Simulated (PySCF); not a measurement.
# Unknown compound

Molecular formula: C5H3F3O. Simulated spectra:

$^{1}$H NMR (300 MHz, computed): δ 6.51 (m, 1H), 3.52 (s, 2H).

$^{13}$C{$^{1}$H} NMR (computed): δ 186.0 (C), 169.2 (C), 149.9 (CH), 130.8 (C), 51.7 (CH2).

A single conformation, rapidly exchanging positions averaged, relativity neglected, no solvent. GIAO PBE0/pcSseg-1 shieldings; coordinates at the GFN2-xTB level; PySCF 2.14.0 with density-fitted response routines.

Chemical shifts δ = σref − σ; $^{1}$H (31.72 ppm), $^{13}$C (186.93 ppm) against TMS, all at this level.

Choose the structure that fits.
A. O=C1C=C(C(F)(F)F)C1
B. FC1=C[C@H](F)C(F)=CO1
C. Fc1ccc(C(F)F)o1
D. C#CC(=C)OC(F)(F)F

Results:

A. 

Rings plus π bonds: 3 (1 ring in the answer). 5 carbon signals for 5 carbons: no two carbons are equivalent. Carbon types of the structure: 3 × C, 1 × CH, 1 × CH2, which accounts for all hydrogens. δC 186.0: ketone carbonyl carbon; the double bond to the heteroatom, with no lone-pair donor beside it, deshields it most. δC 169.2: β carbon of a C=C–C=O unit; conjugation with the carbonyl draws π density from the β position. δC 149.9: α carbon of a C=C–C=O unit; the olefinic region. δC 130.8: CF3 carbon; 3 electronegative neighbours deshield it. δH 6.51: hydrogen on an α carbon of a C=C–C=O unit; attached to an sp2 carbon and in the plane of the double bond.

The others: Fc1ccc(C(F)F)o1 would give 3 signals for carbon-bound and other non-exchanging H, not 2; C#CC(=C)OC(F)(F)F would give 3 signals for carbon-bound and other non-exchanging H, not 2; FC1=C[C@H](F)C(F)=CO1 would give 3 signals for carbon-bound and other non-exchanging H, not 2.

Splittings by $^{19}$F in the carbon and heteronuclear signals aren't shown, as no couplings were computed. Shifts are as computed. Against solution values, carbons near 30 ppm lie about +3 ppm off and those near 130 ppm about +5 ppm. Of 1211 compounds with measured shifts, 218 miss one by over three times the rms of a fit or turn the order of signals round; such compounds aren't used in these exercises. Multiplicities follow the n + 1 count of equivalent neighbours, as no J values were calculated; m marks all less simple cases, F and P coupling included.
